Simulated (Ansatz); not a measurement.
Ideal-gas functions of CH3BOSe (`BC(O)=[Se]`) at 298.15 K and 1 bar, from an Ansatz frequency run at PBE0-D4/def2-TZVP.

Molar mass 120.81 g/mol, point group Cs (symmetry number 1), electronic degeneracy 1, moments of inertia 51.684, 135.697, 182.996 u Å². Harmonic wavenumbers (cm⁻¹, unscaled): 262, 304, 349, 606, 616, 700, 831, 873, 955, 1160, 1333, 1494, 2569, 2654, 3761.

Use S(trans) = R[1.5 ln M + 2.5 ln T − 1.1517]; rotational temperatures θ = 24.2544 K / I; S(rot) = R[ln(√π/σ · √(T³/θAθBθC)) + 1.5]; for each mode x = 1.438777 ν̃/T, S = R[x/(eˣ − 1) − ln(1 − e⁻ˣ)] and H = RT x/(eˣ − 1); 1 cm⁻¹ = 0.0119627 kJ/mol; R = 8.31446 J/(mol·K).

Task: By hand: the entropy, in J/(mol·K).

Result: Translation 168.6. Rotation: θ = 0.4693, 0.1787, 0.1325 K, giving 107.0. Vibration, mode by mode: 6.90, 5.84, 4.90, 1.84, 1.77, 1.28, 0.77, 0.65, 0.47, 0.20, 0.10, 0.05, 0.00, 0.00, 0.00, in all 24.8. Electronic 0.0. Sum 300.4 J/(mol·K).

Task: By hand: H − E and G − E in kJ/mol, counted from the electronic energy.

Result: Zero-point energy ½ × 18467 × 0.0119627 = 110.5; thermal vibration 4.9; translation, rotation and pV give 4 RT = 9.9. H − E = 125.3 kJ/mol, and G − E = 125.3 − 298.15 × 300.4/1000 = 35.7 kJ/mol.

Vibration gives 8 % of the entropy. The sum counts one conformer and one mirror image; others add a mixing term.
